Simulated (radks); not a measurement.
Question: Cd XXXIX, 10 electrons, occupied as [Ne]. Calculated with a radial shooting solver on a logarithmic mesh with Libxc functionals: scalar-relativistic Kohn-Sham, PBE, spin-unpolarised, spherical densities, point nucleus. Some entries of the table are withheld. Estimate them.

orbital  occ.  eigenvalue (eV)  r(max) (bohr)  <1/r> (bohr^-1)
1s          2        -28917.35        0.01967              (1)
2s          2        -6179.636            (2)            11.76
2p          6        -5803.288        0.08789            11.32
3s          0        -2535.910            (3)              (4)
3p          0        -2420.366         0.2815            4.705

Answer: 
(1) 1s <1/r> (bohr^-1): 50.67
(2) 2s r(max) (bohr): 0.1101
(3) 3s r(max) (bohr): 0.2938
(4) 3s <1/r> (bohr^-1): 4.862
